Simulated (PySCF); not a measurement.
Calculation: PBE-D3(BJ)/def2-TZVP // PBE0-D3(BJ)/def2-TZVP (PySCF). Isolated molecules, 0 K electronic values unless said otherwise. 

Reference species (SMILES): `[F][AlH][F]` (neutral, multiplicity 1).

| Quantity | Result |
|---|---|
| HOMO | -8.65 eV |
| LUMO | -1.65 eV |
| HOMO–LUMO gap | 7.01 eV |

Changed species: `[F][AlH2]` (whole molecule; the reference has whole molecule).

**Question.** What does the change do to the HOMO, LUMO and HOMO–LUMO gap?

**Answer.** the HOMO goes up by 1.20 eV, to -7.45 eV; the LUMO decreases by 0.49 eV, to -2.14 eV; the HOMO–LUMO gap falls by 1.69 eV, to 5.32 eV.
